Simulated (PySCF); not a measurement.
# Indirect couplings

Geometry:
```
atom   x (Å)   y (Å)   z (Å)
  N1  -1.178   0.238  -0.014
 Ge2   0.498  -0.462   0.001
 Br3   2.166   1.167  -0.012
  H4  -1.420   0.791   0.804
  H5  -1.413   0.769  -0.850
  H6   0.695  -1.280  -1.280
  H7   0.688  -1.247   1.302
```

Indirect spin–spin couplings were computed at B3LYP/pcJ-1 (pcSseg-1 on Br, pcSseg-1 on Ge) (PySCF 2.14) on a PBE0-D3(BJ)/def2-SVP structure, for the isolated molecule, without vibrational or relativistic corrections. Couplings are averaged over pairs made equivalent by symmetry, fast rotation or ring inversion, so a value needn't be that of the named pair in this geometry, while other rotamers aren't included; one pair stands for each set, and the list holds those of at least 0.8 Hz over up to four bonds.

Isotopes: 15N, 1H.

| pair | bonds | J (Hz) |
| --- | --- | --- |
| N1, H4 | 1 | ? |
| N1, H6 | 2 | -9.9 |
| H4, H5 | 2 | -6.7 |
| H6, H7 | 2 | ? |
| H4, H6 | 3 | 5.2 |

Question: Estimate the withheld couplings, with signs.

Answer: 
- 1J(N1,H4) = -73.1 Hz (bond length 1.017 Å)
- 2J(H6,H7) = 33.2 Hz (angle at Ge2 115°)

Relativistic effects of the heavier atoms present are left out.
